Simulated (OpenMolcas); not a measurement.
A run on W2+ among 6 point charges of -1.36 e arranged as an octahedron (Oh), 2.13 Å from the ion.
```
   2.1300    0.0000    0.0000  -1.36
   0.0000    2.1300    0.0000  -1.36
  -2.1300    0.0000    0.0000  -1.36
   0.0000   -2.1300    0.0000  -1.36
   0.0000    0.0000    2.1300  -1.36
   0.0000    0.0000   -2.1300  -1.36
```

```yaml
Program: OpenMolcas 26.06
Method: CASSCF
Basis: ANO-RCC-VDZP [7s6p4d2f1g]
Scalar_Hamiltonian: DKH2, point nucleus
Active_space: 4 electrons in 5 orbitals (5d)
State_averaging: 2S+1 = 5 even, 5 roots; 2S+1 = 3 even, 45 roots; 2S+1 = 1 even, 50 roots
Spin-orbit_coupling: RASSI with atomic mean-field integrals over the reference wave functions
```

68 basis functions. Blocks (2S+1, parity, CSFs, roots kept): 5, even, 5, 5; 3, even, 45, 45; 1, even, 50, 50.

Task: How long do the RASSCF and RASSI steps take on 1 thread of Intel(R) Xeon(R) Platinum 8559C (Emerald Rapids), on a shared host?

Result: About 24 s of wall time, without the integral step.
